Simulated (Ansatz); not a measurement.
Total energies of Si₂₈H₃₄, a nanocrystal cut from hexagonal silicon from Ansatz at PBE0-D4/def2-SVP, gas phase (1 Eh = 27.2114 eV = 2625.5 kJ/mol). The reference geometry is relaxed at r2SCAN-D4/def2-SVP.

```xyz
62

Si   -3.693    3.198    1.709
Si   -4.666    1.947   -0.026
Si   -4.084   -1.258    2.031
Si   -3.711   -0.199   -0.051
Si   -1.392    3.417    1.285
Si   -1.069    4.488   -0.801
Si   -0.784    0.223    3.354
Si   -2.026   -1.752    3.053
Si   -0.432    1.273    1.264
Si   -1.407    0.008   -0.463
Si    0.104    3.063   -2.257
Si   -1.097    1.065   -2.558
Si   -0.815   -3.190    1.638
Si   -0.462   -2.145   -0.455
Si   -1.470   -3.407   -2.159
Si    0.076   -0.382   -3.994
Si   -1.168   -2.360   -4.259
Si    1.285   -0.303    4.342
Si    1.864    1.462    0.800
Si    2.184    2.523   -1.294
Si    2.484   -1.731    2.906
Si    1.254   -3.717    2.624
Si    2.829   -0.683    0.814
Si    1.834   -1.932   -0.914
Si    3.398    1.101   -2.722
Si    2.155   -0.876   -3.009
Si    5.124   -0.479    0.361
Si    5.465    0.584   -1.726
H    -4.336    4.548    1.801
H    -3.909    2.484    3.009
H    -6.148    1.851    0.171
H    -4.409    2.638   -1.331
H    -4.899   -0.365    2.916
H    -4.854   -2.525    1.814
H    -4.322   -1.021   -1.149
H    -0.735    4.225    2.366
H    -2.395    4.854   -1.398
H    -0.291    5.751   -0.594
H    -1.549    1.159    4.245
H    -2.237   -2.419    4.382
H     0.330    3.721   -3.588
H    -2.446    1.365   -3.147
H    -1.612   -4.444    1.418
H    -2.931   -3.566   -1.869
H    -0.852   -4.772   -2.181
H     0.299    0.293   -5.316
H    -2.501   -2.038   -4.861
H    -0.450   -3.292   -5.187
H     1.055   -0.987    5.656
H     2.069    0.949    4.592
H     2.516    2.295    1.866
H     2.965    3.785   -1.065
H     3.819   -2.048    3.515
H     1.029   -4.367    3.956
H     2.012   -4.672    1.753
H     2.468   -3.293   -0.958
H     3.595    1.769   -4.051
H     2.914   -1.819   -3.898
H     5.776    0.319    1.449
H     5.749   -1.840    0.345
H     6.256    1.841   -1.526
H     6.248   -0.320   -2.628
```

```json
{"state": "charge 0 singlet", "geometry": "reference", "energy (Eh)": "-8120.91855"}
{"state": "charge 1 doublet", "geometry": "reference", "energy (Eh)": "-8120.63264"}
{"state": "charge -1 doublet", "geometry": "reference", "energy (Eh)": "-8120.95194"}
{"state": "free Si atom (triplet)", "geometry": "–", "energy (Eh)": "-289.15194"}
{"state": "free H atom (doublet)", "geometry": "–", "energy (Eh)": "-0.50029"}
```

Single mean-field runs in def2-SVP are fitted with def2-universal-jkfit.

(1) Work out the vertical ionisation energy to the doublet.

(2) Work out the vertical electron affinity, to the doublet.

(3) Give the fundamental gap IE − EA, the Mulliken electronegativity (IE + EA)/2 and the hardness (IE − EA)/2.

(4) What is the binding energy per atom against free atoms?

(1) E(charge 1 doublet) − E(charge 0 singlet) = -8120.63264 − (-8120.91855) = 0.28591 Eh = 7.78 eV. For comparison, −ε of the highest occupied level is 6.80 eV at this level, 0.98 eV less.

(2) E(charge 0 singlet) − E(charge -1 doublet) = -8120.91855 − (-8120.95194) = 0.03339 Eh = 0.91 eV. The basis lacks diffuse functions, which makes affinities too small.

(3) From the values in Eh: IE − EA = 0.28591 − 0.03339 = 0.25252 Eh = 6.87 eV; (IE + EA)/2 = 4.34 eV; (IE − EA)/2 = 3.44 eV. The HOMO–LUMO gap of the same run is 5.10 eV, 1.77 eV smaller than the fundamental gap.

(4) Atoms: 28 × (-289.15194) + 34 × (-0.50029) = -8113.26418 Eh. Binding: -8113.26418 − (-8120.91855) = 7.65437 Eh = 208.29 eV, or 3.36 eV for each of 62 atoms (no zero-point energy, no counterpoise term).

At PBE0-D4/def2-SVP the highest occupied level of the charge -1 doublet lies above zero (up to 0.03 eV). By energy differences its removal costs 0.91 eV (vertical, to the charge 0 singlet, at PBE0-D4/def2-SVP); self-interaction error and the lack of diffuse functions both raise the level.
